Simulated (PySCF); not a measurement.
**Working out the ionisation energy of P²⁺**

P²⁺ [Ne] 3s2 3p1 (2P) → P³⁺ [Ne] 3s2 (1S). All numbers are calculated (PySCF 2.14, the non-relativistic Hamiltonian (point nucleus), in aug-cc-pV(T+d)Z (6s5p4d2f, 55 functions)). Frozen: [Ne]. Energies in hartree (1 hartree = 27.21139 eV):

| part | P²⁺ (lower) | P³⁺ (upper) |
| --- | --- | --- |
| UHF | -339.648052 | -338.561005 |
| MP2 opposite-spin | -0.043321 | -0.035364 |
| MP2 same-spin | -0.002939 | 0.000000 |

**Question.** What does Hartree-Fock give?

**Answer.** (-338.561005) − (-339.648052) = 1.087047 hartree = 29.580 eV.

**Question.** What do MP2 and SCS-MP2 (6/5 opposite-spin, 1/3 same-spin) give?

**Answer.** The opposite-spin parts differ by 0.217 eV and the same-spin parts by 0.080 eV. MP2: 29.580 + (0.217) + (0.080) = 29.877 eV. SCS-MP2: 29.580 + 1.2 × (0.217) + (0.080)/3 = 29.867 eV.

A first-order spin-orbit estimate adds 0.041 eV to MP2 (valence), giving 29.918 eV against 30.203 eV (measured; NIST Atomic Spectra Database, ionization energies).

What remains against the reference includes basis incompleteness, the frozen core and correlation beyond second order.
